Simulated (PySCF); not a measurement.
A structure optimised at PBE-D3(BJ)/def2-SVP, used in a PySCF frequency run:

```
Si
N 1 1.7336
H 2 1.0229 1 118.38
H 2 1.0236 3 110.18 1 142.53
N 1 1.7814 2 118.37 3 92.56
C 5 1.2799 1 107.56 2 115.57
O 6 1.3688 5 125.54 1 1.32
H 6 1.1098 5 125.00 1 -178.51
C 7 1.4538 6 111.37 8 -179.97
H 9 1.1096 7 107.95 6 120.52
H 9 1.1103 10 107.69 7 -116.62
H 1 1.4987 2 105.71 3 -34.07
```

Problem. Write its SMILES and formula.

Solution. N[Si@@H]1COC=N1, C2H6N2OSi

Problem. What are its rotational constants (standard atomic weights)?

Solution. 5.7030, 2.4585, 1.9914 GHz
